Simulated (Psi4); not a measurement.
Cl4Ti, charge -1, doublet, geometry from GFN2-xTB (such geometries of metal compounds can be far from the true shape) (the multiplicity is a formal guess) (a gas-phase anion, which may not be bound at this level). Base run: B3LYP/6-31G (Psi4 1.11).

Input for Psi4:
```
memory 2 GB

molecule {
-1 2
  Ti    0.00000000   -0.00000000    0.00000000
  Cl    1.75894526   -0.55559393   -1.20355078
  Cl    0.63921582    0.49710403    2.04826713
  Cl   -0.98686628    1.74834876   -0.90580300
  Cl   -1.41129480   -1.68985885    0.06108664
}

set basis 6-31g
set reference uks

energy('b3lyp')
print_variables()
```

Variants of this job, named by their change:

| change | ΔE vs base (eV) | point group used | SCF cycles |
|---|---|---|---|
| base | 0.00 | c1 | 14 |
| jitter_ang = 0.002 | -0.01 | c1 | 8 |
| molecule keys = symmetry c1 | 0.00 | c1 | 14 |
| molecule keys = symmetry c1, no_reorient, no_com | 0.00 | c1 | 14 |
| molecule keys = no_reorient | 0.00 | c1 | 14 |

Open shells are given as the SCF converged; they aren't shown to be the lowest states, and a large step between rows can be another state.

A gas-phase anion may not be bound at this level; its values then depend on the basis.
